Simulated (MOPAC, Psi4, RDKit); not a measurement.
Torsional profile of SMILES C[SiH2][SiH2][SeH], singlet. Scanned: dihedral C1–Si2–Si3–Se4; all other coordinates were relaxed at GFN2-xTB. GFN2-xTB can order the conformers of Si and Ge chains otherwise than DFT does. Points at φ and −φ are mirror images. Heavy atoms are numbered in the order of the SMILES C[SiH2][SiH2][SeH], hydrogens after them in the order of the atoms that carry them; the mirror image has the same energies with the sign of each dihedral reversed.

Levels: PM6, restricted, heats of formation // GFN2-xTB (MOPAC); PM7, restricted, heats of formation // GFN2-xTB (MOPAC); UFF // GFN2-xTB (RDKit); MP2/cc-pVTZ = DF-MP2 (frozen core)/cc-pVTZ // GFN2-xTB (Psi4).

Energies relative to the lowest point of each profile, in kJ/mol; the last columns give the difference from MP2:

| φ / ° | PM6 | PM7 | UFF | MP2/cc-pVTZ | PM6 − MP2/cc-pVTZ | PM7 − MP2/cc-pVTZ | UFF − MP2/cc-pVTZ |
|---|---|---|---|---|---|---|---|
| -160 | 0.56 | 1.20 | 1.65 | 3.41 | -2.85 | -2.21 | -1.75 |
| -140 | 1.35 | 2.41 | 3.94 | 4.19 | -2.85 | -1.79 | -0.25 |
| -120 | 1.61 | 3.10 | 4.89 | 4.29 | -2.67 | -1.19 | 0.60 |
| -100 | 0.97 | 2.45 | 3.41 | 3.13 | -2.16 | -0.68 | 0.28 |
| -80 | 0.00 | 1.06 | 0.83 | 1.32 | -1.32 | -0.26 | -0.49 |
| -60 | 0.18 | 0.00 | 0.00 | 0.00 | 0.18 | 0.00 | 0.00 |
| -40 | 2.26 | 0.33 | 2.10 | 0.02 | 2.25 | 0.31 | 2.09 |
| -20 | 3.48 | 1.31 | 4.48 | 0.87 | 2.61 | 0.44 | 3.61 |
| 0 | 3.25 | 1.54 | 5.20 | 1.06 | 2.19 | 0.48 | 4.14 |
| 20 | 3.48 | 1.31 | 4.48 | 0.87 | 2.61 | 0.44 | 3.61 |
| 40 | 2.26 | 0.33 | 2.10 | 0.02 | 2.25 | 0.31 | 2.09 |
| 60 | 0.18 | 0.00 | 0.00 | 0.00 | 0.18 | 0.00 | 0.00 |
| 80 | 0.00 | 1.06 | 0.83 | 1.32 | -1.32 | -0.26 | -0.49 |
| 100 | 0.97 | 2.45 | 3.41 | 3.13 | -2.16 | -0.68 | 0.28 |
| 120 | 1.61 | 3.10 | 4.89 | 4.29 | -2.67 | -1.19 | 0.60 |
| 140 | 1.35 | 2.41 | 3.94 | 4.19 | -2.85 | -1.79 | -0.25 |
| 160 | 0.56 | 1.20 | 1.65 | 3.41 | -2.85 | -2.21 | -1.75 |
| 180 | 0.26 | 0.61 | 0.56 | 3.21 | -2.95 | -2.61 | -2.65 |

PM6 is furthest from MP2/cc-pVTZ at 180 (-2.95 kJ/mol, below); its mean absolute difference over the points is 2.16 kJ/mol.

PM7 is furthest from MP2/cc-pVTZ at 180 (-2.61 kJ/mol, below); its mean absolute difference over the points is 0.94 kJ/mol.

UFF is furthest from MP2/cc-pVTZ at 0 (4.14 kJ/mol, above); its mean absolute difference over the points is 1.39 kJ/mol.
